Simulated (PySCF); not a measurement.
**Excitation energy of Os²⁺ by level of theory**

Os²⁺ [Xe] 4f14 5d6 (5D) → Os²⁺ [Xe] 4f14 5d5 6p1 (7P), as a difference of total energies. Computed with PySCF 2.14 in aug-cc-pVDZ-PP with ECP60MDF, with a scalar-relativistic core potential. Correlated levels: valence: 5s2 5p6 frozen. The calculations carry no spin-orbit coupling.

```
           method  excitation energy (cm⁻¹)
              UHF                     54611
              LDA                     61055
              PBE                     60941
             PBE0                     61353
           r2SCAN                     58525
          r2SCANh                     58971
             MN15                     65786
          LC-wPBE                     62757
    MP2 (valence)                     59191
SCS-MP2 (valence)                     62436
```
